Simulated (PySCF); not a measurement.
## Sb: excitation energy

Sb [Kr] 4d10 5s2 5p3 (4S) → Sb [Kr] 4d10 5s1 5p4 (4P), as a difference of total energies. Computed with PySCF 2.14 in dyall-av2z, with the non-relativistic Hamiltonian (point nucleus). Correlated levels: valence: [Kr] 4d10 frozen; virtual orbitals above 40 to 60 times the deepest correlated orbital energy dropped. The calculations carry no spin-orbit coupling.

```
           method  excitation energy (cm⁻¹)
              UHF                     52512
    MP2 (valence)                     52785
SCS-MP2 (valence)                     52804
   CCSD (valence)                     49625
CCSD(T) (valence)                     48953
```

The coupled-cluster amplitudes are large for the upper state (T1 above 0.03 or a double amplitude above 0.15), so a single reference is strained.
